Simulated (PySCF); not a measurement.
# How methods differ on the ionisation energy of Ta³⁺

Ta³⁺ [Xe] 4f14 5d2 [5d3/2^2, M_J = 2] → Ta⁴⁺ [Xe] 4f14 5d1 [5d3/2^1, M_J = 3/2], as a difference of total energies. All numbers are calculated (PySCF 2.14, the two-component X2C-1e Hamiltonian, in x2c-SVPall-2c (7s9p9d2f, 93 functions)). "Screened" scales the spin-orbit matrix elements by Boettger's factors to mimic the two-electron term; Breit and QED terms are absent.

```json
{"method": "GHF (spin-free)", "ionisation energy (eV)": "35.130"}
{"method": "GHF (screened spin-orbit)", "ionisation energy (eV)": "35.270"}
```

The spin-free rows relax to the high-spin LS determinant and lack the spin-orbit shift.

Errors of the correlated levels include the incompleteness of this basis and the frozen core.

The labels give the starting determinants; with spin-orbit coupling the two ends relaxed to ⟨J²⟩ = 6.38, ⟨L²⟩ = 11.32, ⟨S²⟩ = 1.85 and ⟨J²⟩ = 3.75, ⟨L²⟩ = 6.10, ⟨S²⟩ = 0.84.

The determinant of Ta³⁺ mixes levels of different J (the jj label is only the starting occupation), so the difference between spin-free and spin-orbit rows is not the physical spin-orbit shift.

For comparison: 35 ± 1.7 eV (theoretical estimate listed by NIST; NIST Atomic Spectra Database, ionization energies).
